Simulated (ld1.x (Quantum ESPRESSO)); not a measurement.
## Be, RRKJ: configuration errors across variants

```json
{
  "Element": "beryllium (Be)",
  "Generator": "ld1.x (Quantum ESPRESSO) 7.5",
  "Type": "norm-conserving RRKJ (Kleinman–Bylander form)",
  "Functional": "PBEsol",
  "Relativity": "non-relativistic",
  "Frozen core": "none",
  "Valence charge": "4",
  "Reference configuration": "1s2 2s2 2p0",
  "Partial waves": "1s (bound): rc 0.40 bohr; 3d channel at 0.2 Ry: rc 4.20 bohr; 2p (bound, empty): rc 4.20 bohr",
  "Local potential": "the p channel",
  "Core correction": "none",
  "rho0": "0.02"
}
```

Occupied shells without a wave of their own: 2s. They enter only through the test configuration that unscreens the potential.

All-electron excitation energies from the reference (eV): (1) 1s2 2s1 2p0 9.456; (2) 1s2 2s0 2p0 27.179; (3) 1s2 2s1.5 2p0 3.721; (4) 1s2 2s0 2p2 7.207; (5) 1s1 2s2 2p0 127.348; (6) 1s2 2s1 2p1 3.592; (7) 1s2 2s0 2p1 13.360.

For the base: The 2s level has no wave, so the channel is fitted at the deeper level alone: the likely source of the large errors.

The file “base” misses its own reference levels by 0.7 eV. The file “wave 1s (bound): rc 0.40 bohr becomes 1s (bound): rc 0.26 bohr” misses its own reference levels by 0.7 eV. The file “wave 1s (bound): rc 0.40 bohr becomes 1s (bound): rc 0.44 bohr” misses its own reference levels by 0.7 eV. The file “wave 1s (bound): rc 0.40 bohr becomes 1s (bound): rc 0.54 bohr” misses its own reference levels by 0.7 eV. The file “wave 1s (bound): rc 0.40 bohr becomes 1s (bound): rc 0.60 bohr” misses its own reference levels by 0.7 eV.

Errors AE − PS in meV (a dash: test not solved or not reliable):

| change | (1) | (2) | (3) | (4) | (5) | (6) | (7) | bound ghosts |
| --- | --- | --- | --- | --- | --- | --- | --- | --- |
| base | -876 | -1835 | -398 | -1494 | -1043 | -721 | -1835 | not determined |
| wave 1s (bound): rc 0.40 bohr becomes 1s (bound): rc 0.26 bohr | -884 | -1856 | -402 | -1508 | -1505 | -728 | -1852 | not determined |
| wave 1s (bound): rc 0.40 bohr becomes 1s (bound): rc 0.44 bohr | -870 | -1821 | -396 | -1485 | -821 | -717 | -1824 | not determined |
| wave 1s (bound): rc 0.40 bohr becomes 1s (bound): rc 0.54 bohr | -849 | -1765 | -387 | -1449 | -164 | -700 | -1779 | not determined |
| wave 1s (bound): rc 0.40 bohr becomes 1s (bound): rc 0.60 bohr | -828 | -1712 | -378 | -1415 | +297 | -684 | -1737 | not determined |

(1) Give the same row for: wave 1s (bound): rc 0.40 bohr becomes 1s (bound): rc 0.32 bohr.

Answers

(1) -882, -1851, -401, -1504, -1361, -726, -1847; bound ghosts: not determined.
